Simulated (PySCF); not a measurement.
C2H7BrSi.

```xyz
11

Si     0.9135    -0.4292     0.0000
C      1.6692     0.2837     1.5533
C      1.6692     0.2837    -1.5533
Br    -1.2801     0.0553     0.0000
H      1.0115    -1.9186     0.0000
H      2.7442     0.0446     1.5970
H      1.1859    -0.1291     2.4511
H      1.5555     1.3782     1.5725
H      1.1859    -0.1291    -2.4511
H      2.7442     0.0446    -1.5970
H      1.5555     1.3782    -1.5725
```
Charge 0, spin multiplicity 1.

Coordinates come from a PBE0-D3(BJ)/def2-SVP optimisation.

Level of theory: HF/pcSseg-1 run with PySCF. Non-relativistic, no solvent.

Computed absolute GIAO shielding of each atom: isotropic value and principal components (ppm):
```json
[
 {"atom": "Si1", "σ(iso)": "378.8", "σ11": "335.5", "σ22": "396.5", "σ33": "404.5", "span": "69.1"},
 {"atom": "C2", "σ(iso)": "187.7", "σ11": "179.4", "σ22": "187.2", "σ33": "196.4", "span": "17.0"},
 {"atom": "C3", "σ(iso)": "187.7", "σ11": "179.4", "σ22": "187.2", "σ33": "196.4", "span": "17.0"},
 {"atom": "Br4", "σ(iso)": "2796.1", "σ11": "2694.9", "σ22": "2749.5", "σ33": "2944.0", "span": "249.2"},
 {"atom": "H5", "σ(iso)": "26.9", "σ11": "23.0", "σ22": "24.9", "σ33": "32.8", "span": "9.8"},
 {"atom": "H6", "σ(iso)": "31.4", "σ11": "26.5", "σ22": "28.2", "σ33": "39.6", "span": "13.1"},
 {"atom": "H7", "σ(iso)": "31.0", "σ11": "25.9", "σ22": "29.0", "σ33": "38.0", "span": "12.1"},
 {"atom": "H8", "σ(iso)": "31.1", "σ11": "27.0", "σ22": "29.3", "σ33": "37.1", "span": "10.2"},
 {"atom": "H9", "σ(iso)": "31.0", "σ11": "25.9", "σ22": "29.0", "σ33": "38.0", "span": "12.1"},
 {"atom": "H10", "σ(iso)": "31.4", "σ11": "26.5", "σ22": "28.2", "σ33": "39.6", "span": "13.1"},
 {"atom": "H11", "σ(iso)": "31.1", "σ11": "27.0", "σ22": "29.3", "σ33": "37.1", "span": "10.2"}
]
```
